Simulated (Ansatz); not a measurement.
Isolated molecules relaxed with PBE0-D4/def2-TZVP in Ansatz; ΔE leaves out vibrations. CCSD(T)/CBS is the MP2 limit (def2-TZVPP, def2-QZVPP) plus CCSD(T) − MP2 in def2-TZVPP, frozen cores. This one scheme is used for every species. Functionals use def2-TZVPP. Open shells (•) are unrestricted, without spin–orbit coupling. Elements past krypton have def2 core potentials. For I outer-core shells are correlated without core-valence functions, which leaves a few kJ/mol of doubt a bond.

`Cl[SiH](Cl)I` + `[OH]`• → `Cl[Si](Cl)I`• + H₂O  (hydrogen abstraction from the Si–H bond)

`Cl[SiH](Cl)I`:

Z-matrix (Å, degrees):
```
Si
Cl 1 2.034
I 1 2.417 2 110.1
Cl 1 2.034 2 109.2 3 121.0
H 1 1.472 2 108.9 3 -120.2
```

`[OH]`•:

```xyz
2

O    -0.430    0.227   -0.026
H     0.430   -0.227    0.026
```

`Cl[Si](Cl)I`•:

Cartesian coordinates in Å:
```
Cl -0.634 -1.726 -0.736
Si 0.330 -0.271 0.332
Cl -1.027 0.629 1.574
I 1.331 1.368 -1.169
```

H₂O:

Cartesian coordinates in Å:
```
O 0.219 -0.237 -0.218
H -0.685 -0.379 0.070
H 0.465 0.616 0.148
```

```json
{"level": "r2SCAN-D4", "ΔE (kJ/mol)": "-137.9", "difference from CCSD(T)/CBS": "-5.0"}
{"level": "B97M-V", "ΔE (kJ/mol)": "-127.4", "difference from CCSD(T)/CBS": "5.5"}
{"level": "BHLYP-D4", "ΔE (kJ/mol)": "-106.6", "difference from CCSD(T)/CBS": "26.3"}
{"level": "CAM-B3LYP-D4", "ΔE (kJ/mol)": "-129.6", "difference from CCSD(T)/CBS": "3.3"}
{"level": "PBE-QIDH", "ΔE (kJ/mol)": "-129.4", "difference from CCSD(T)/CBS": "3.5"}
{"level": "PBE", "ΔE (kJ/mol)": "-160.5", "difference from CCSD(T)/CBS": "-27.6"}
{"level": "BLYP", "ΔE (kJ/mol)": "-150.9", "difference from CCSD(T)/CBS": "-18.0"}
{"level": "PBE0", "ΔE (kJ/mol)": "-138.1", "difference from CCSD(T)/CBS": "-5.2"}
{"level": "CAM-B3LYP", "ΔE (kJ/mol)": "-130.2", "difference from CCSD(T)/CBS": "2.7"}
{"level": "LC-ωPBE", "ΔE (kJ/mol)": "-130.3", "difference from CCSD(T)/CBS": "2.6"}
{"level": "RPA@PBE/def2-TZVPP", "ΔE (kJ/mol)": "-109.9", "difference from CCSD(T)/CBS": "23.0"}
{"level": "MP2/def2-SVP", "ΔE (kJ/mol)": "-128.2", "difference from CCSD(T)/CBS": "4.7"}
{"level": "HF/def2-TZVPP", "ΔE (kJ/mol)": "-51.5", "difference from CCSD(T)/CBS": "81.4"}
{"level": "HF/def2-QZVPP", "ΔE (kJ/mol)": "-52.5", "difference from CCSD(T)/CBS": "80.4"}
{"level": "HF/CBS(def2)", "ΔE (kJ/mol)": "-52.6", "difference from CCSD(T)/CBS": "80.3"}
{"level": "CCSD/CBS(def2)", "ΔE (kJ/mol)": "-125.1", "difference from CCSD(T)/CBS": "7.8"}
{"level": "CCSD(T)/CBS", "ΔE (kJ/mol)": "-132.9", "difference from CCSD(T)/CBS": "0"}
```

What do rigid-rotor, harmonic-oscillator terms from PBE0-D4/def2-TZVP frequencies (298.15 K, 1 bar) make of the CCSD(T)/CBS value? (Estimate.)

Ansatz gave: ΔZPE = +10.6 kJ/mol, ΔH = -121.3 kJ/mol, ΔS = 11 J/(mol·K), ΔG = -124.5 kJ/mol. Open shells count their whole term as degenerate.

Largest T1 diagnostic among the species: 0.012.

In def2-TZVPP, CCSD(T) changes the Hartree–Fock value by −73.2 kJ/mol (the triples alone add −7.8 kJ/mol) and MP2 by −94.8 kJ/mol. Leaving LDA and LC-ωPBE aside and taking each functional with its dispersion term where it has one, the values, not all of them listed here, spread over 53.1 kJ/mol, from PBE-D4 to BHLYP-D4. LDA lies −35.0 kJ/mol from PBE without D4. From PBE to PBE0 (25 % exact exchange), in def2-TZVPP and without D4, ΔE moves by +22.3 kJ/mol.
